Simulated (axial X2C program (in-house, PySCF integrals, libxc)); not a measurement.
Low determinants of MoO⁺ at the PBE0 level, spin-free

Computed with an axial X2C code built on PySCF integrals. Spin-free means the one-electron spin-free X2C Hamiltonian. Basis: Mo dyall-v3z [11s12p9d3f2g], O dyall-v3z [6s5p2d1f] (cores contracted in-house); Gaussian nuclei, density fitting, unrestricted open shells. Masses: Mo 97.905 u, O 15.995 u.

Search at 1.620 Å (vertical energies from the lowest determinant):

```csv
ΔE (eV),state,electrons beyond evenly filled partner blocks,"electrons in σ, π, δ, φ"
0.00,"M_S = 3/2, Λ = 0","σα, δ+α, δ-α",23 20 6 0
0.49,"M_S = 3/2, Λ = 1","π+α, δ+α, δ-α",22 21 6 0
0.51,"M_S = 1/2, Λ = 2","δ+α, δ+β, δ-α",22 20 7 0
1.14,"M_S = 1/2, Λ = 0","σβ, δ+α, δ-α",23 20 6 0
1.21,"M_S = 1/2, Λ = 1","π+β, δ+α, δ-α",22 21 6 0
1.56,"M_S = 1/2, Λ = 0","σα, δ+β, δ-α",23 20 6 0
1.56,"M_S = 1/2, Λ = 4","σα, δ+α, δ+β",23 20 6 0
```

Lowest determinant, M_S = 3/2, Λ = 0 (beyond evenly filled blocks: σα, δ+α, δ-α): Re = 1.614 Å, ωe = 1075.9 cm⁻¹.

The determinant in row 2 of the search, M_S = 3/2, Λ = 1 (beyond evenly filled blocks: π+α, δ+α, δ-α), was followed along the bond at PBE0; measured from the minimum of the lowest determinant it gives:

Te = 0.462 eV (3727 cm⁻¹), Re = 1.653 Å, ωe = 1045.0 cm⁻¹.

(1) Compare the bond of the determinant in row 2 with that of the lowest one.

The search compares states at one distance, so a state with another bond length can lie lower; it is not exhaustive and yields mostly the lowest determinant of each block pattern, so other components and higher states of one pattern are missing. These are energies of single determinants, not of spin-adapted states; PBE0 term energies can be off by some tenths of an eV, and the functional has no current term. The lowest determinant need not be the ground state where others lie within half an eV. Row 1 is spin-contaminated (⟨S²⟩ = 3.80 against 3.75), so its values are not those of a pure state. Row 2 is spin-contaminated (⟨S²⟩ = 3.79 against 3.75), so its values are not those of a pure state.

Results:

(1) At PBE0 its Re is 0.039 Å longer and its force constant, which goes as ωe², is 0.94 times that of the lowest determinant. This determinant mixes spin states, so it has no term energy of its own.
